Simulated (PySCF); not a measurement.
HISeZn, SMILES [SeH][Zn][I].

Geometry optimised at r2SCAN-D4/def2-SVP. The structure was generated by enumeration; whether it is a known compound was not checked. The def2 effective core potentials stand for the cores of I; spin–orbit coupling is left out. One conformer was computed; it need not be the lowest.

Two levels are set side by side: PBE/def2-TZVPD (PySCF) and M06-2X/def2-TZVPD (PySCF). Same geometry, gas phase. Differences are taken from unrounded values.

```json
[
 {"quantity": "orbital gap (eV)", "M06-2X": "7.53"},
 {"quantity": "highest occupied level (eV)", "M06-2X": "-8.40"},
 {"quantity": "lowest empty level (eV)", "M06-2X": "-0.87"},
 {"quantity": "dipole moment (D)", "M06-2X": "0.71"},
 {"quantity": "mean polarisability (bohr³)", "M06-2X": "90.4"}
]
```

What does PBE give, and how far is it from M06-2X? (An estimate is asked for; the answer gives what the named calculation found.)


| quantity | PBE | PBE minus M06-2X |
|---|---|---|
| orbital gap (eV) | 3.82 | -3.70 |
| highest occupied level (eV) | -6.19 | 2.21 |
| lowest empty level (eV) | -2.37 | -1.50 |
| dipole moment (D) | 0.66 | -0.05 |
| mean polarisability (bohr³) | 98.3 | 7.9 |

Without exact exchange PBE keeps part of each electron's self-repulsion, which lifts occupied levels and narrows the gap. Loosely held outer electrons make PBE densities more polarisable. Differences between two approximate levels are no errors against the true value.

Rough cost on one machine, each run with all the roots and properties that it gave: M06-2X against PBE about 3 times.
